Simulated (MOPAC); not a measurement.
MOPAC input (AM1):

```
AM1 FORCE THERMO(298,298) PRECISE LET UHF MS=0.5 GEO-OK AUX(PRECISION=9) THREADS=1
C3H7Si

C    -2.34204212 1    0.36711887 1    0.12018392 1
C    -1.11607939 1   -0.05504161 1    0.06306977 1
C     0.02958441 1   -0.87552482 1    0.02247323 1
Si    1.46727721 1    0.25865577 1   -0.10532559 1
H    -3.21061362 1   -0.30706262 1    0.18983246 1
H    -2.58409314 1    1.44030825 1    0.10162881 1
H     0.10241782 1   -1.51144298 1    0.94528107 1
H    -0.00701955 1   -1.57552682 1   -0.85499921 1
H     1.39643101 1    1.06442233 1   -1.32310975 1
H     1.53905080 1    1.15134739 1    1.05020305 1
H     2.69990801 1   -0.52842398 1   -0.15057937 1
```

From the output:

```
     H   11   0.014208   0.014195   0.179275   0.179274   2.913335

          HEAT OF FORMATION =      42.931398 KCALS/MOLE

          ZERO POINT ENERGY      50.100 KCAL/MOL

           NORMAL COORDINATE ANALYSIS (Total motion = 1 Angstrom)

   Root No.       1         2         3         4         5         6         7         8

                 1 A"      2 A"      1 A'      2 A'      3 A"      4 A"      3 A'      4 A'

                  67.5      83.0     139.8     306.4     375.3     505.0     544.7     641.8

           1   -0.0000   -0.0000   -0.0317   -0.0513    0.0001    0.0000    0.0261   -0.0104
           2    0.0002    0.0001    0.0724   -0.0019   -0.0003   -0.0000   -0.0012   -0.0020
           3    0.0302    0.0201   -0.0006   -0.0000   -0.0506   -0.0027    0.0000   -0.0000
           4    0.0000    0.0001   -0.0290   -0.0536   -0.0002   -0.0000    0.0218   -0.0035
           5   -0.0001   -0.0004   -0.0687    0.1214    0.0007    0.0001   -0.0030   -0.0142
           6   -0.0168   -0.0559    0.0004   -0.0009    0.1167    0.0179    0.0000    0.0001
           7    0.0000    0.0000   -0.0328   -0.0116    0.0000    0.0000    0.0155   -0.0579
           8   -0.0002   -0.0000   -0.0457   -0.0446   -0.0001   -0.0000   -0.0123    0.1654
           9   -0.0328   -0.0017    0.0003    0.0002   -0.0197   -0.0018    0.0001   -0.0012
          10   -0.0000   -0.0000    0.0390    0.0424    0.0000    0.0000   -0.0409    0.0292
          11    0.0000    0.0001    0.0079   -0.0231   -0.0000   -0.0001   -0.0009   -0.0743
          12    0.0063    0.0094   -0.0000    0.0002   -0.0033   -0.0220   -0.0000    0.0005
          13   -0.0001   -0.0005    0.0715   -0.1538   -0.0001    0.0000    0.0302    0.0184
          14    0.0007    0.0022    0.1406   -0.0704    0.0007    0.0000    0.0015    0.0186
          15    0.1111    0.3418   -0.0008    0.0002    0.1023   -0.0007    0.0000   -0.0001
          16    0.0000    0.0003   -0.1362    0.0486    0.0004    0.0000    0.0253   -0.0411
          17   -0.0001   -0.0015    0.1379   -0.0660   -0.0019   -0.0001   -0.0005    0.0198
          18   -0.0084   -0.2339   -0.0012    0.0006   -0.3010   -0.0172    0.0000   -0.0001
          19   -0.0036    0.0278   -0.0516    0.0360   -0.1098   -0.0310    0.0376   -0.0661
          20   -0.0239    0.0158   -0.0367   -0.0579   -0.1014    0.1039   -0.0172    0.1381
          21   -0.0497    0.0170    0.0005   -0.0005   -0.1213    0.0662    0.0009   -0.0054
          22    0.0037   -0.0278   -0.0517    0.0361    0.1101    0.0308    0.0376   -0.0661
          23    0.0233   -0.0156   -0.0369   -0.0578    0.0998   -0.1031   -0.0172    0.1382
          24   -0.0500    0.0171    0.0002    0.0011   -0.1223    0.0676   -0.0006    0.0033
          25   -0.1763    0.0560    0.0886    0.1112   -0.0021   -0.1335    0.1848    0.1037
          26   -0.0911    0.0527   -0.0087   -0.0448   -0.0057    0.2203   -0.0486   -0.0604
          27   -0.0952    0.0575    0.0002    0.0007   -0.0079    0.1022    0.0146    0.0208
          28    0.1765   -0.0562    0.0887    0.1111    0.0021    0.1332    0.1848    0.1038
          29    0.0899   -0.0520   -0.0084   -0.0450    0.0056   -0.2190   -0.0488   -0.0608
          30   -0.0959    0.0580   -0.0000    0.0003   -0.0079    0.1054   -0.0135   -0.0196
          31   -0.0003    0.0001    0.0190    0.0156    0.0000   -0.0002   -0.1160   -0.0096
          32    0.0016   -0.0005    0.0920    0.0933   -0.0000    0.0008    0.3510    0.0974
          33    0.2437   -0.0726   -0.0005   -0.0006   -0.0017    0.1292   -0.0024   -0.0006

   Root No.       9        10        11        12        13        14        15        16

                 5 A'      5 A"      6 A'      6 A"      7 A'      7 A"      8 A"      8 A'

                 798.4     811.9     825.8     837.8     913.5     984.7    1059.4    1095.5

           1    0.0011   -0.0000   -0.0037    0.0000    0.0105    0.0001    0.0000    0.0769
           2    0.0001    0.0000   -0.0001   -0.0000    0.0811   -0.0006   -0.0000   -0.0038
           3    0.0000    0.0037   -0.0000   -0.0025   -0.0004   -0.0964   -0.0005    0.0001
           4    0.0007    0.0000   -0.0022   -0.0000    0.0085   -0.0000    0.0001    0.0132
           5    0.0010   -0.0001   -0.0003    0.0001   -0.0499    0.0001   -0.0003    0.0448
           6   -0.0000   -0.0197   -0.0000    0.0104    0.0004    0.0233   -0.0519   -0.0003
           7   -0.0001   -0.0001    0.0030    0.0000   -0.0113   -0.0000   -0.0001   -0.0716
           8   -0.0081    0.0004   -0.0024   -0.0002   -0.0013    0.0000    0.0003   -0.0365
           9    0.0000    0.0595    0.0000   -0.0364   -0.0000    0.0047    0.0482    0.0002
          10    0.0145    0.0000   -0.0157    0.0000   -0.0001    0.0000   -0.0000    0.0007
          11   -0.0223   -0.0002   -0.0066   -0.0000   -0.0023   -0.0000    0.0000   -0.0032
          12    0.0002   -0.0240    0.0000   -0.0019   -0.0000   -0.0007    0.0041    0.0000
          13    0.0006    0.0000   -0.0056   -0.0000   -0.3180   -0.0005   -0.0000    0.1547
          14   -0.0004   -0.0001   -0.0014    0.0000   -0.1646    0.0026    0.0000    0.0494
          15    0.0000   -0.0081    0.0000    0.0062    0.0007    0.4029    0.0060   -0.0001
          16    0.0014   -0.0000   -0.0038    0.0000    0.3431   -0.0006   -0.0001    0.1043
          17    0.0001    0.0001   -0.0002   -0.0000   -0.1523    0.0027    0.0003   -0.0147
          18    0.0000    0.0108   -0.0000   -0.0041    0.0015    0.4260    0.0532    0.0002
          19    0.0093    0.0550   -0.0020   -0.0338   -0.0561    0.0162   -0.4020   -0.2499
          20   -0.0164   -0.2010   -0.0009    0.1135    0.0120   -0.0091    0.0189    0.0070
          21   -0.0017   -0.0782   -0.0003    0.0403   -0.0018    0.0033   -0.0594   -0.0236
          22    0.0093   -0.0548   -0.0021    0.0337   -0.0561   -0.0162    0.4022   -0.2500
          23   -0.0164    0.2000   -0.0009   -0.1130    0.0120    0.0091   -0.0197    0.0073
          24    0.0020   -0.0809    0.0004    0.0419    0.0014    0.0031   -0.0581    0.0229
          25   -0.1905    0.0717    0.2185    0.2042    0.0008   -0.0026    0.0032    0.0001
          26    0.2332    0.0651    0.2198   -0.0449   -0.0012    0.0023   -0.0087    0.0012
          27    0.1138    0.0465    0.1983    0.0210    0.0007    0.0005   -0.0013    0.0035
          28   -0.1902   -0.0719    0.2191   -0.2042    0.0008    0.0026   -0.0032    0.0001
          29    0.2317   -0.0645    0.2173    0.0452   -0.0013   -0.0023    0.0086    0.0012
          30   -0.1173    0.0471   -0.2006    0.0199   -0.0007    0.0006   -0.0014   -0.0035
          31   -0.0633   -0.0003    0.0486   -0.0004   -0.0013    0.0000    0.0000    0.0017
          32    0.2719    0.0014   -0.2178    0.0017    0.0021   -0.0000   -0.0000   -0.0153
          33   -0.0018    0.2140    0.0015    0.2681   -0.0001   -0.0012   -0.0038    0.0001

   Root No.      17        18        19        20        21        22        23        24

                 9 A'     10 A'     11 A'     12 A'     13 A'      9 A"     14 A'     10 A"

                1204.0    1358.5    1390.8    1994.2    2241.1    2243.0    2246.0    3001.2

           1   -0.0322   -0.0282   -0.0477   -0.2081   -0.0006   -0.0000   -0.0003   -0.0000
           2   -0.0037    0.0004   -0.0009   -0.0018    0.0000   -0.0000    0.0000   -0.0000
           3   -0.0000   -0.0001   -0.0001   -0.0002   -0.0000    0.0000    0.0000   -0.0001
           4   -0.0001   -0.0164   -0.0073    0.3460    0.0013   -0.0000    0.0007    0.0000
           5    0.0051   -0.0048   -0.0042    0.0386    0.0003   -0.0000    0.0001   -0.0000
           6   -0.0000    0.0000    0.0000    0.0002    0.0000    0.0000    0.0000   -0.0021
           7    0.0907   -0.0064    0.0502   -0.1126   -0.0017    0.0000   -0.0006    0.0001
           8   -0.0231   -0.0180    0.0300   -0.0416   -0.0007   -0.0000    0.0003   -0.0004
           9    0.0002    0.0002   -0.0001    0.0001    0.0000   -0.0011   -0.0000   -0.0576
          10   -0.0021    0.0010   -0.0012   -0.0015   -0.0197    0.0000   -0.0056    0.0000
          11   -0.0062   -0.0011    0.0003    0.0023   -0.0126   -0.0002    0.0100   -0.0000
          12    0.0000   -0.0000   -0.0000   -0.0001    0.0000   -0.0262   -0.0001   -0.0007
          13   -0.0748    0.2028    0.1456   -0.0827   -0.0003   -0.0000   -0.0003   -0.0000
          14   -0.0289    0.1431    0.1189    0.0728    0.0002   -0.0000    0.0001   -0.0000
          15    0.0001   -0.0006   -0.0005   -0.0005    0.0000   -0.0000   -0.0000   -0.0007
          16   -0.0943    0.2137    0.1505   -0.0839   -0.0003    0.0000   -0.0003    0.0000
          17    0.0332   -0.1425   -0.1182   -0.0682   -0.0002   -0.0000   -0.0001   -0.0000
          18   -0.0003    0.0011    0.0009    0.0005   -0.0000   -0.0001    0.0001    0.0003
          19   -0.2348    0.0826   -0.1046   -0.0376    0.0005   -0.0004    0.0001   -0.1066
          20    0.2004    0.1478   -0.1567    0.0004   -0.0009    0.0024    0.0005   -0.2712
          21    0.0594    0.1275   -0.1543    0.0120    0.0011   -0.0012   -0.0011    0.3667
          22   -0.2346    0.0829   -0.1050   -0.0375    0.0005    0.0004    0.0001    0.1056
          23    0.1997    0.1460   -0.1548    0.0003   -0.0009   -0.0025    0.0006    0.2758
          24   -0.0626   -0.1289    0.1562   -0.0123   -0.0010   -0.0011    0.0010    0.3635
          25    0.0048   -0.0009    0.0023   -0.0012    0.0315   -0.0926   -0.0680   -0.0001
          26   -0.0055    0.0013   -0.0024    0.0004    0.1198   -0.2661   -0.1799   -0.0005
          27    0.0006    0.0016   -0.0020    0.0006   -0.1924    0.3826    0.2801    0.0008
          28    0.0048   -0.0008    0.0024   -0.0013    0.0310    0.0916   -0.0673    0.0001
          29   -0.0056    0.0015   -0.0023    0.0003    0.1223    0.2709   -0.1835    0.0005
          30   -0.0005   -0.0017    0.0019   -0.0006    0.1909    0.3795   -0.2779    0.0008
          31   -0.0091    0.0007   -0.0014   -0.0160    0.4982    0.0000    0.2940    0.0000
          32    0.0377   -0.0006    0.0099   -0.0134    0.1158   -0.0001    0.0785    0.0000
          33   -0.0003    0.0000   -0.0000   -0.0001   -0.0001   -0.0168   -0.0001   -0.0000

   Root No.      25        26        27

                15 A'     16 A'     17 A'

                3074.9    3123.5    3178.1

           1   -0.0007    0.0105   -0.0407
           2   -0.0004   -0.0603   -0.0152
           3    0.0000    0.0004    0.0001
           4    0.0041    0.0001   -0.0007
           5    0.0024   -0.0028   -0.0004
           6   -0.0000    0.0000   -0.0000
           7    0.0145   -0.0000    0.0007
           8    0.0366   -0.0005    0.0003
           9   -0.0002    0.0000   -0.0001
          10   -0.0004   -0.0000   -0.0000
          11    0.0012   -0.0000    0.0000
          12   -0.0000   -0.0000    0.0001
          13   -0.0052   -0.3321    0.1855
          14    0.0075    0.4717   -0.3114
          15   -0.0000   -0.0034    0.0022
          16   -0.0016    0.2050    0.3010
```
